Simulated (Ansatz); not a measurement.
Series CXY, Y = fluoro, computed as singlets and as triplets. Gas-phase values, no solvent. One relaxed conformer stands for each flexible species; it need not be the lowest. Strings in code marks are SMILES.

Quantity: adiabatic spin-state energy, in kcal/mol. The DFT solution of `[CH]F` is unstable or spin-contaminated; the geometry comes from it. HF references are unrestricted for open shells and restricted for singlets. The restricted reference of `F[C]F`, `F[C]Cl` and `[CH]F` is unstable towards unrestricted orbitals.

Level 1: frozen-core CCSD(T)/cc-pVQZ // PBE0-D3(BJ)/def2-TZVP (Ansatz, an electronic-structure program)
Level 2: frozen-core CCSDTQ/6-31g // PBE0-D3(BJ)/def2-TZVP (Ansatz)
Level 3: frozen-core CCSD(T)/6-31g // PBE0-D3(BJ)/def2-TZVP (Ansatz)
Level 4: PBE/cc-pVTZ // PBE0-D3(BJ)/def2-TZVP (Ansatz)

| species | level 1 | level 2 | level 3 | level 4 |
|---|---|---|---|---|
| `F[C]F`: multiplicity 3 minus multiplicity 1 | … | … | 41.4 | 51.7 |
| `[CH]F`: multiplicity 3 minus multiplicity 1 | 14.7 | 3.45 | … | 9.51 |
| `F[C]Cl`: multiplicity 3 minus multiplicity 1 | 35.7 | 26.4 | 26.1 | 33.2 |

Q: Some entries are withheld; supply them.

A: 
- `F[C]F`: multiplicity 3 minus multiplicity 1, level 1: 56.7
- `F[C]F`: multiplicity 3 minus multiplicity 1, level 2: 41.5
- `[CH]F`: multiplicity 3 minus multiplicity 1, level 3: 3.28
